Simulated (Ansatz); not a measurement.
System: sum formula SiNHF3, net charge -1, singlet state. It need not be the lowest isomer of its formula. Whether it binds its extra electron was not tested at this geometry. 
Structure (B3LYP-D3(BJ)/def2-TZVP (Ansatz, a quantum-chemistry and plane-wave program) minimum search):
SMILES: [NH-][Si](F)(F)F
```xyz
6

N      1.5561     0.3331    -0.7536
Si     0.1344     0.0184    -0.0566
F     -0.6149    -1.4174    -0.2931
F     -0.0411     0.1130     1.5680
F     -1.0244     1.0443    -0.5429
H      2.3497    -0.2487    -0.5199
```
Charge -1, spin multiplicity 1.

Total electronic energies in hartree. Correlated levels leave the core frozen unless marked. Spin-orbit coupling is left out. No relativistic terms. CBS(X,Y): correlation extrapolated as X^-3; Hartree-Fock from the larger set. The bracket is a focal-point correction in the basis named.

```tsv
level	program	energy (Eh)
HF/aug-cc-pV(D+d)Z	Ansatz	-642.57867
SVWN5/def2-TZVPD	Ansatz	…
PBE/def2-TZVPD	Ansatz	-644.32592
r2SCAN/def2-TZVPD	Ansatz	-644.64877
B3LYP/def2-TZVPD	Ansatz	…
BHLYP/def2-TZVPD	Ansatz	…
r2SCANh/def2-TZVPD	Ansatz	-644.62675
HSE06-D3(BJ)/def2-TZVPD	Ansatz + dftd3	-644.33088
HSE06/def2-TZVPD	Ansatz	-644.32867
CAM-B3LYP-D3(BJ)/def2-TZVPD	Ansatz + dftd3	-644.75403
RPA@PBE/cc-pV(T+d)Z	Ansatz	-644.24679
MP2/aug-cc-pV(D+d)Z	Ansatz	-643.48289
MP2/aug-cc-pV(T+d)Z	Ansatz	-643.82103
RI-MP2/aug-cc-pV(T+d)Z	Ansatz	-643.82065
RI-MP2/cc-pV(T+d)Z	Ansatz	-643.77147
SCS-MP2/cc-pV(D+d)Z	Ansatz	-643.31075
CCSD/6-31G*	Ansatz	-643.26489
CCSD/cc-pwCVTZ	Ansatz	-643.80181
CCSD(T)/STO-3G	Ansatz	-634.04384
CCSD(T)/aug-cc-pV(D+d)Z	Ansatz	-643.51696
CCSD(T)/cc-pVTZ	Ansatz	-643.79927
RI-MP2/CBS(aug-cc-pV(T+d)Z,aug-cc-pV(Q+d)Z)+[CCSD(T)-MP2]/aug-cc-pV(Q+d)Z	Ansatz	-644.0286
CCSD(T)/CBS(aug-cc-pV(T+d)Z,aug-cc-pV(Q+d)Z)	Ansatz	-644.0259
```

Question: Complete the blanks.

Answer: 
- SVWN5/def2-TZVPD, energy (Eh): -641.35077
- B3LYP/def2-TZVPD, energy (Eh): -644.84488
- BHLYP/def2-TZVPD, energy (Eh): -644.68566
